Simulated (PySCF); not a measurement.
NMR data sheet: C₄H₃F₅O

| Item | Value |
| --- | --- |
| Formula | C4H3F5O |
| SMILES | F/C=C(/F)COC(F)(F)F |
| Point group of the computed structure | C1 |
| Degrees of unsaturation | 1 |
| Carbon signals | 4 |
| Proton signals | 2 |

Atoms are numbered as in `[F:1]/[CH:2]=[C:3](/[F:4])[CH2:5][O:6][C:7]([F:8])([F:9])[F:10]` (H(Xn): hydrogen on atom n).

Computational details: PBE0/pcSseg-1 with gauge-including orbitals, GFN2-xTB structure, in PySCF 2.14 (relativity neglected, single conformer, averaged over atoms made equivalent by symmetry, fast rotation or ring inversion, no solvent model).

Chemical shifts δ = σref − σ; 1H (31.72 ppm) and 13C (186.93 ppm) against TMS; CFCl3 for 19F (170.95 ppm); 17O (336.08 ppm) vs H2O, all at this level.

| carbon | δC, type | δH (multiplicity) | HMBC from (2–3 bonds) | span of the C tensor (ppm) |
| --- | --- | --- | --- | --- |
| C2 | 155.0, CH | 7.69 (m) | H(C5) | 134 |
| C3 | 161.9, C | – | H(C2), H(C5) | 142 |
| C5 | 65.7, CH2 | 4.98 (m) | H(C2) | 66 |
| C7 | 131.2, C | – | H(C5) | 18 |

Other nuclei:
```json
{"atoms": "F8/F9/F10", "nucleus": "19F", "environment": "fluorine of an OCF3 group", "δ (ppm)": "-75.7", "σ (ppm)": "246.6"}
{"atoms": "F4", "nucleus": "19F", "environment": "vinylic fluorine", "δ (ppm)": "-160.2", "σ (ppm)": "331.2"}
{"atoms": "F1", "nucleus": "19F", "environment": "vinylic fluorine", "δ (ppm)": "-169.9", "σ (ppm)": "340.8"}
{"atoms": "O6", "nucleus": "17O", "environment": "ether oxygen", "δ (ppm)": "120.3", "σ (ppm)": "215.8"}
```

Carbon types of the structure: 2 × C, 1 × CH, 1 × CH2, which accounts for all hydrogens. δC 161.9: fully substituted alkene carbon; as expected for a trigonal carbon in a double bond. δC 155.0: alkene CH; the olefinic region. δC 131.2: CF3 carbon; 4 electronegative neighbours deshield it. δC 65.7: allylic sp3 CH2 bonded to O; pulled downfield by the heteroatom. δH 4.98: hydrogen on an allylic sp3 CH2 bonded to O; its carbon carries O, an electronegative neighbour.

Splittings by 19F in the carbon and heteronuclear signals aren't shown, as no couplings were computed. Shifts are as computed. Against solution values, carbons near 30 ppm lie about +3 ppm off and those near 130 ppm about +5 ppm. Of 1211 compounds with measured shifts, 218 miss one by over three times the rms of a fit or turn the order of signals round; such compounds aren't used in these exercises. Unscaled 19F shifts against computed CFCl3 carry errors that often reach 10 to 50 ppm. Experimental scales use liquid or dissolved standards, which lie at an offset from isolated H2O (liquid H2O: subtract about 36 ppm). Multiplicities follow the n + 1 count of equivalent neighbours, as no J values were calculated; m marks all less simple cases, F and P coupling included.
